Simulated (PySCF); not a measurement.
HfO2, SMILES [O]=[Hf]=[O] (connectivity only; charge and spin as stated), charge +1, multiplicity 2.

Geometry optimised at B3LYP-D3(BJ)/def2-TZVP. The spin state was assumed, not searched. The isomer is the one that the SMILES or the coordinates give; other isomers of the formula were not compared. The def2 effective core potentials stand for the cores of Hf; spin–orbit coupling is left out.

Level of theory: B3LYP-D3(BJ)/def2-TZVP in PySCF.

Frequencies are harmonic and unscaled.

Computed harmonic wavenumbers and intensities:
```json
[
 {"mode": "1", "ν (cm⁻¹)": "197", "IR (km/mol)": "9.7", "moving atoms (share of kinetic energy)": "O 93 %"},
 {"mode": "2", "ν (cm⁻¹)": "237", "IR (km/mol)": "99.0", "moving atoms (share of kinetic energy)": "O 91 %, Hf 9 %"},
 {"mode": "3", "ν (cm⁻¹)": "880", "IR (km/mol)": "44.1", "moving atoms (share of kinetic energy)": "O 92 %"}
]
```
